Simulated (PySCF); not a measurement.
## Computed properties of 2-fluorobut-1-ene (C₄H₇F), SMILES C(C(=C)F)C

2-fluorobut-1-ene (C4H7F), SMILES C=C(F)CC. Geometry optimised at TPSSh-D3(BJ)/def2-SVP. The values are those of a single conformer. All values are computed for the isolated molecule unless a solvent is named; none is compared with measurement here.

**Structure.** All 30 harmonic modes at TPSSh-D3(BJ)/def2-SVP (PySCF) are real, so it is a minimum. With heavy atoms numbered as in [CH2:1]=[C:2]([F:3])[CH2:4][CH3:5], the shortest bond between them is C1–C2 at 1.334 Å and the longest C4–C5 at 1.535 Å.

**Vibrations.** The strongest infrared lines (harmonic, unscaled, degenerate partners summed) lie at 1747 cm⁻¹ (97 km/mol, C 91 %, H 8 %), 861 cm⁻¹ (54 km/mol, H 71 %, C 29 %), 946 cm⁻¹ (39 km/mol, H 43 %, C 29 %, F 28 %). The softest mode is at 93 cm⁻¹ and the zero-point energy is 63.2 kcal/mol.

**Electronic structure.** HF/def2-TZVP (PySCF) places the frontier levels at -9.93 and 3.69 eV, a gap of 13.62 eV, and gives a dipole moment of 1.73 D and a mean polarisability of 48.6 bohr³. PBE/def2-TZVP (PySCF) at the same geometry gives -6.07 and -0.64 eV, so its gap is 8.19 eV narrower. An orbital gap is neither the optical nor the fundamental gap.

**Excitations.** TDA-B3LYP/def2-SVPD (PySCF) has S1 at 6.63 eV (187 nm, f = 0.043, weak); the most intense of the 10 singlets computed lies at 7.67 eV (f = 0.20). T1 (TDA) is at 4.41 eV, 2.22 eV under S1. TDA-PBE/def2-SVPD (PySCF) puts S1 at 6.21 eV. No vertical singlet excitation falls in the visible range (under 3.1 eV).

**NMR.** GIAO shifts at PBE0/pcSseg-1 (PySCF) (non-relativistic, atoms alike by connectivity averaged): ¹³C from 15.8 to 180.9 ppm against TMS; ¹H from 1.5 to 4.9 ppm against TMS; ¹⁹F at -100.4 ppm against CFCl3.
